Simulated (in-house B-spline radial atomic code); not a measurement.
A fraction x of an electron is moved 4p → 5d in Rb, starting from [Kr] 5s1 and keeping the highest spin. Method: scalar-relativistic (X2C) OLYP, spin-polarised, spherical fractional occupations, Fermi nucleus of rms radius 4.2036 fm. Calculated with a radial B-spline atomic code at the basis-set limit.

```
    x  E(x) - E(0) (eV)  4p down level (eV)  5d up level (eV)
    0            0.0000             -15.956                 -
0.375            6.4645             -18.970            -0.370
  0.5            8.8446             -19.909            -0.428
0.625                 ?                   ?                 ?
 0.75                 ?                   ?                 ?
0.875           16.6194             -22.556            -0.610
    1           19.4108             -23.380            -0.668
```

Problem. What belongs in the row x = 0.625?

Solution. An energy change of 11.3343 eV; 4p down at -20.810 eV, 5d up at -0.486 eV.

Problem. What belongs in the row x = 0.75?

Solution. An energy change of 13.9262 eV; 4p down at -21.687 eV, 5d up at -0.545 eV.

Problem. Check Janak's theorem between x = 0.375 and 0.5.

Solution. The slope of the energy is 19.04 eV; the orbital levels give 19.04 eV (ε of the receiving orbital less ε of the emptying one, averaged over the two points).
